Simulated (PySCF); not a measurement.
**Krypton: a sound run and one with changed settings**

Sound run: Kr [Kr], Kr⁺ [Ar] 3d10 4s2 4p5. Computed with PySCF 2.14 in cc-pVDZ-DK, with the spin-free X2C one-electron Hamiltonian (Gaussian nucleus). In the sound run the correlated levels freeze [Ar] 3d10. The sound run starts from symmetry-adapted Hartree-Fock orbitals and uses a fine grid where one is needed.

Changed run: no relativity, point nucleus. This setting is unsound on purpose.

| species | method | sound run (hartree) | changed run (hartree) | converged |
| --- | --- | --- | --- | --- |
| Kr | UHF | -2788.05276 | -2728.80735 | yes |
| Kr | LDA | -2786.01850 | -2726.78337 | yes |
| Kr | TPSS | -2789.80330 | -2730.56489 | yes |
| Kr | MP2 | -2788.17040 | -2728.92550 | yes |
| Kr | CCSD(T) | -2788.18102 | -2728.93647 | yes |
| Kr⁺ | UHF | -2787.56926 | -2728.32075 | yes |
| Kr⁺ | LDA | -2785.49217 | -2726.25387 | yes |
| Kr⁺ | TPSS | -2789.28562 | -2730.04363 | yes |
| Kr⁺ | MP2 | -2787.66295 | -2728.41547 | yes |
| Kr⁺ | CCSD(T) | -2787.67757 | -2728.43070 | yes |

Ionisation energy of Kr:

```tsv
method	sound run (eV)	changed run (eV)
UHF	13.157	13.241
LDA	14.322	14.408
TPSS	14.087	14.184
MP2	13.808	13.879
SCS-MP2	13.731	13.802
CCSD	13.700	13.765
CCSD(T)	13.700	13.763
```

Most of the change in total energy is the relativistic energy itself. On top of that the contraction fixes the core shape for the Hamiltonian it was made with, so the changed run is not a good calculation with the other Hamiltonian either.

For comparison, NIST gives 14.000 eV between the lowest levels.
